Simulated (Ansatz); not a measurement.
`BC(=C)SC` and `BC(=C)Br` differ in one atom or group.

Ansatz, PBE0-D4/def2-TZVP geometries, multiplicity 1. Each molecule was computed in one conformer, which needn't be the lowest.

Scalar relativity is left out up to krypton.

```json
{"property": "HOMO–LUMO gap (PBE0/def2-TZVPP) / eV", "`BC(=C)SC`": "4.06"}
{"property": "size of the dipole moment (B3LYP/def2-TZVPP) / D", "`BC(=C)SC`": "0.41"}
{"property": "HOMO–LUMO gap (B3LYP/def2-TZVPP) / eV", "`BC(=C)SC`": "3.67"}
{"property": "HOMO energy (ωB97M-V/def2-TZVPP) / eV", "`BC(=C)SC`": "-8.34"}
{"property": "HOMO–LUMO gap (PBE/def2-TZVPP) / eV", "`BC(=C)SC`": "2.10"}
{"property": "LUMO energy (ωB97M-V/def2-TZVPP) / eV", "`BC(=C)SC`": "-0.21"}
```

Question: Give the same properties after the change, and the shifts. (Best estimate.)

Answer: The calculation gave: 
```tsv
property	`BC(=C)Br`	shift
HOMO–LUMO gap (PBE0/def2-TZVPP) / eV	5.12	1.06
size of the dipole moment (B3LYP/def2-TZVPP) / D	1.79	1.38
HOMO–LUMO gap (B3LYP/def2-TZVPP) / eV	4.69	1.02
HOMO energy (ωB97M-V/def2-TZVPP) / eV	-9.80	-1.46
HOMO–LUMO gap (PBE/def2-TZVPP) / eV	3.06	0.96
LUMO energy (ωB97M-V/def2-TZVPP) / eV	-0.49	-0.28
```

With PBE0 the HOMO falls by 1.41 eV and the LUMO falls by 0.34 eV, so the gap widens by about 1.07 eV. PBE moves the HOMO by -1.32 eV and ωB97M-V by -1.46 eV. Dipoles are sizes alone; their direction can turn.

B3LYP here is the variant with VWN-RPA as its local correlation; programs differ in this.

Spin–orbit coupling is left out; it splits and shifts lone-pair levels of the heavy atoms by tenths of an eV.
